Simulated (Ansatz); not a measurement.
Molecule: H2Se, net charge 1, doublet state. 
Coordinates optimised at B3LYP-D3(BJ)/def2-TZVP (Ansatz, a first-principles code):
```xyz
3

Se     0.0000     0.0576     0.0017
H     -1.0670    -0.9799    -0.0261
H      1.0674    -0.9793    -0.0317
```
Charge +1, spin multiplicity 2.

Basis-set convergence of Hartree-Fock and CCSD(T) correlation energies (hartree) with Ansatz. Correlated levels leave the core frozen unless marked. UHF or UKS for open shells. Spin-orbit coupling is left out. Frozen are the shells of the preceding noble gas and the d and f shells that filled before the atom's block. No relativistic terms.

| basis | functions | E(HF) | E(corr, CCSD(T)) |
|---|---|---|---|
| def2-SVP | 42 | -2400.38329 | -0.13180 |
| def2-TZVPP | 76 | -2400.68269 | -0.16329 |
| def2-QZVPP | 149 | -2400.73053 | -0.17309 |

Extrapolating the two largest sets (X = 3 and 4) as X^-3: E(corr) = (64·(-0.17309) - 27·(-0.16329))/37 = -0.1802 Eh, an estimate of the basis-set limit. The largest set recovers 96.0 % of it, the smallest 73.1 %.
